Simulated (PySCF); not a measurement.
C2H6BNO2, SMILES C=COB(N)O. Geometry: PBE-D3(BJ)/def2-SVP. The structure was generated by enumeration, and PubChem lists no compound with its InChIKey, so it may never have been made. One conformer was computed; it need not be the lowest.

Computed equilibrium geometry at PBE-D3(BJ)/def2-SVP (PySCF confirms it by a frequency run) as Cartesian coordinates in Å (one conformer of several):
```xyz
12

C      1.2344     0.5832    -1.7419
C      1.5436     0.2828    -0.4635
O      0.7052     0.2111     0.5961
B     -0.6377    -0.1814     0.5860
N     -1.1945    -0.9175    -0.4923
O     -1.3239     0.1894     1.7208
H      0.2076     0.8132    -2.0621
H      2.0395     0.6351    -2.4875
H      2.5917     0.0981    -0.1650
H     -2.1405    -1.2918    -0.5048
H     -0.6234    -1.2037    -1.2873
H     -2.2434    -0.1219     1.7191
```
